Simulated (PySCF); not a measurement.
Calculation: B3LYP-D3(BJ)/def2-TZVP // TPSS-D3(BJ)/def2-SVP (PySCF). Isolated molecules, 0 K electronic values unless said otherwise. One relaxed conformer stands for a flexible species; it need not be the lowest. B3LYP has the VWN-RPA correlation part, as in Gaussian. 

Reference species: [Cd(Cl)2] (neutral, multiplicity 1).

The charge on the central atom (Mulliken) comes out as 0.80 e. The mean distance from the central atom to its bonded neighbours is 2.289 Å and the HOMO–LUMO gap is 5.94 eV.

Changed species: [Cd(OH)2] (2 of 2 Cl replaced by OH; the reference has 0 of 2 Cl replaced by OH).

Predict the effect on the charge on the central atom (Mulliken), mean distance from the central atom to its bonded neighbours and HOMO–LUMO gap.

the charge on the central atom (Mulliken) rises by 0.07 e, to 0.87 e; the mean distance from the central atom to its bonded neighbours falls by 0.313 Å, to 1.976 Å; the HOMO–LUMO gap falls by 0.26 eV, to 5.68 eV.
